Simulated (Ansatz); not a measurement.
C3H7ClSi can be A, `C=CC[SiH2]Cl`, or B, `C[C@H]1C[Si@H]1Cl`.

Computed with Ansatz on PBE0-D4/def2-TZVP structures; ΔE is electronic, products minus reactants. CBS: MP2 limit from def2 TZ/QZ plus the TZ coupled-cluster correction, frozen cores. Functionals use def2-TZVPP. B3LYP here is the variant with VWN-RPA as its local correlation; programs differ in this. Each species was taken in one conformer, which may not be the lowest.

Which is lower in electronic energy at CCSD(T)/CBS, and by how much? (Estimate.)

Ansatz gave: A, by 49.3 kJ/mol.

Give E(B) − E(A) in kJ/mol with PBE0-D4, CCSD/def2-TZVPP, MP2/def2-TZVPP, ωB97M-V, B3LYP, PBE-D4, HF/def2-TZVPP. (Best estimate.)

Computed: PBE0-D4 33.4, CCSD/def2-TZVPP 52.4, MP2/def2-TZVPP 41.0, ωB97M-V 43.3, B3LYP 57.4, PBE-D4 34.2, HF/def2-TZVPP 79.9. None reverses the order clearly.

Largest T1 diagnostic: 0.010.

In def2-TZVPP, CCSD(T) changes the Hartree–Fock value by −29.7 kJ/mol (the triples alone add −2.1 kJ/mol) and MP2 by −38.9 kJ/mol.
